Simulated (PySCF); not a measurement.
# Sb: excitation energy

Sb [Kr] 4d10 5s2 5p3 (4S) → Sb [Kr] 4d10 5s1 5p3 6s1 (6S), as a difference of total energies. Calculation: PySCF 2.14, in aug-cc-pwCVTZ-DK3 with one added diffuse shell each of s, p, d, f type (11s10p8d5f1g, 125 functions); scalar relativity by spin-free X2C-1e. The calculations carry no spin-orbit coupling.

| method | excitation energy (eV) |
| --- | --- |
| UHF | 9.593 |
| revPBE | 11.790 |
| wB97M-V | 11.574 |
| B97-3 | 12.063 |

The upper state lies above the first ionisation limit, but in LS coupling its spin forbids autoionisation to the ground ion; at this Z spin-orbit coupling breaks that rule. A Rydberg-like electron needs more diffuse functions than a valence basis has.

The promoted electron is Rydberg-like, and one or two diffuse shells describe it only roughly, which tends to raise the upper state.
